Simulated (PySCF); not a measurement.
C6H3FO2.
SMILES with atom numbers: `[O:1]=[C:2]1[CH:3]=[CH:4][C:5](=[O:6])[C:7]([F:8])=[CH:9]1` (hydrogens: H10 on C3; H11 on C4; H12 on C9)

Method used: HF/def2-SVP geometry optimisation, gas phase (PySCF 2.14.0).

Question: List the bond lengths, angles and torsions at this level.

Answer: 
| bond | length (pm) | order |
| --- | --- | --- |
| O1=C2 | 118.8 | double |
| C2–C3 | 149.4 | single |
| C3=C4 | 132.6 | double |
| C4–C5 | 148.8 | single |
| C5=O6 | 118.4 | double |
| C5–C7 | 150.0 | single |
| C7–F8 | 130.3 | single |
| C7=C9 | 132.2 | double |
| C2–C9 | 148.6 | single |
| C3–H10 | 108.2 | single |
| C4–H11 | 108.1 | single |
| C9–H12 | 108.1 | single |

Orders are formal, as drawn. A selection of angles:
| angle | degrees |
| --- | --- |
| O1–C2–C3 | 121.1 |
| O1–C2–C9 | 121.7 |
| C3–C2–C9 | 117.3 |
| C2–C3–C4 | 121.8 |
| C2–C3–H10 | 115.7 |
| C4–C3–H10 | 122.5 |
| C3–C4–C5 | 121.6 |
| C3–C4–H11 | 122.8 |
| C5–C4–H11 | 115.6 |
| C4–C5–O6 | 123.0 |
| C4–C5–C7 | 115.9 |
| O6–C5–C7 | 121.2 |
| C5–C7–F8 | 114.4 |
| C5–C7–C9 | 123.0 |
| F8–C7–C9 | 122.5 |
| C7–C9–H12 | 121.8 |
| C2–C9–C7 | 120.4 |
| C2–C9–H12 | 117.8 |

Torsions: O1–C2–C3–C4 180° (antiperiplanar); C2–C3–C4–C5 0° (synperiplanar); C3–C4–C5–O6 180° (antiperiplanar); C4–C5–C7–F8 180° (antiperiplanar); C5–C7–C9–C2 0° (synperiplanar); O1–C2–C9–C7 180° (antiperiplanar).

The 9 heavy atoms lie in one plane (0.000 Å rms). The C–C distances run from 1.322 Å (C7=C9, drawn double) to 1.500 Å (C5–C7, drawn single), a spread of 0.178 Å. The 6-membered ring C2–C3–C4–C5–C7–C9 has internal angles of 115.9° to 123.0°; it is planar, 0.00 Å rms from its mean plane, widest ring torsion 0°.

Point group: Cs (tolerance 0.08 Å). Stationary, but not proved a minimum.

Time: 45 s of wall time; peak memory 0.54 GiB. Hardware: one thread of an Arm Neoverse V1, on a shared host. This is the geometry optimisation.
